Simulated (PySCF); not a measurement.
**Dipole response of Zr+ (zirconium, charge +1)**

[Kr] 4d2 5s1, high-spin 4F determinant. Calculation: PySCF 2.14, in aug-cc-pVTZ-PP with one added diffuse shell each of s, p, d, f, g type with ECP28MDF (7s7p6d4f3g, 113 functions); a scalar-relativistic core potential. Coupled (time-dependent) response in atomic units; α is the mean over directions.

| method | mean α (bohr³) | C₆ (like pair) | S(−4) |
| --- | --- | --- | --- |
| wB97X | 67.31 | 589.6 | 3019 |

S(−4) is the Cauchy moment in α(ω) = α(0) + S(−4) ω² + …

Spin-orbit coupling is absent.

α(iu) at wB97X:

```tsv
u (hartree)	α(iu) (bohr³)
0	67.31
0.0500	60.63
0.100	47.43
0.200	27.53
0.300	17.98
0.500	10.23
0.750	6.505
1.00	4.657
1.50	2.777
2.00	1.837
3.00	0.9583
5.00	0.3849
```

For an ion, C₆ is the dispersion term alone; charge-induced terms of lower order in 1/R come first.

Energies and moments cover only the electrons outside the core potential.
